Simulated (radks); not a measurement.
Results of a calculation; reference values are marked as such.
Pb IV, configuration [Xe] 4f14 5d8 6s1 6p2 (not the ground configuration). Level of theory: scalar-relativistic Kohn-Sham, SCAN, spin-polarised, spherical densities, finite nucleus; open shells are filled with parallel spins first (spin-orbit coupling, left out, can overturn this in heavy ions); meta-GGA in the generalised Kohn-Sham scheme; Fermi nuclear charge, rms radius 5.5012 fm (a radial shooting solver on a logarithmic mesh with Libxc functionals). Some entries of the table are withheld. Estimate them.

| orbital | occ. | eigenvalue (hartree) | r(max) (bohr) | <1/r> (bohr^-1) |
|---|---|---|---|---|
| 1s up | 1 | -3242.062 | 0.009845 | 101.3 |
| 1s down | 1 | -3242.058 | 0.009845 | 101.3 |
| 2s up | 1 | -582.2908 | 0.05711 | 23.81 |
| 2s down | 1 | -582.2827 | 0.05711 | 23.81 |
| 2p up | 3 | -499.6907 | 0.04761 | 20.91 |
| 2p down | 3 | -499.6818 | 0.04761 | 20.91 |
| 3s up | 1 | -141.4530 | 0.1609 | 8.831 |
| 3s down | 1 | -141.4483 | 0.1610 | 8.831 |
| 3p up | 3 | -117.6389 | 0.1611 | 7.985 |
| 3p down | 3 | -117.6331 | 0.1611 | 7.985 |
| 3d up | 5 | -93.26188 | 0.1315 | 7.485 |
| 3d down | 5 | -93.25295 | 0.1316 | 7.485 |
| 4s up | 1 | -33.47058 | 0.3623 | 3.797 |
| 4s down | 1 | -33.45703 | 0.3624 | 3.796 |
| 4p up | 3 | -25.62948 | 0.3821 | 3.417 |
| 4p down | 3 | -25.61739 | 0.3822 | 3.416 |
| 4d up | 5 | -16.51032 | 0.3882 | 3.071 |
| 4d down | 5 | -16.49526 | 0.3883 | 3.071 |
| 5s up | 1 | -6.92591 | 0.7884 | 1.598 |
| 5s down | 1 | -6.85676 | 0.7865 | 1.601 |
| 4f up | 7 | -6.48255 | 0.3502 | 2.676 |
| 4f down | 7 | -6.46226 | 0.3502 | 2.679 |
| 5p up | 3 | -4.73642 | 0.8794 | 1.379 |
| 5p down | 3 | -4.65984 | 0.8791 | 1.382 |
| 5d up | 5 | (1) | (2) | 1.063 |
| 5d down | 3 | (3) | (4) | 1.075 |
| 6s up | 1 | -1.63624 | (5) | 0.6359 |
| 6p up | 2 | -1.15770 | 2.170 | 0.5307 |

Answer. 
(1) 5d up eigenvalue (hartree): -2.22783
(2) 5d up r(max) (bohr): 1.047
(3) 5d down eigenvalue (hartree): -2.12896
(4) 5d down r(max) (bohr): 1.042
(5) 6s up r(max) (bohr): 1.829
